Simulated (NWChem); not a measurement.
# Polarisability of HCu

```
Cu
H 1 1.4632
```
Charge 0, spin multiplicity 1.

Program: NWChem. The geometry was optimised at PBE/def2-SVP, a minimum by its harmonic frequencies.

Basis set: def2-SVPD. Static limit.

```csv
method,isotropic polarisability (bohr³),difference from CCSD linear response
HF,27.43,-8.33
PBE,35.18,-0.58
BHandHLYP,30.37,-5.39
B3LYP,32.95,-2.81
CCSD linear response,35.76,0.00
```

The values span 8.33 bohr³, from HF (lowest) to CCSD linear response (highest). 

The correlated methods keep 9 core orbitals frozen. B3LYP has NWChem's definition, with VWN1-RPA local correlation. The structure started from a generated list of species. No row is a measurement; the coupled-cluster row has its own basis-set and correlation limits.
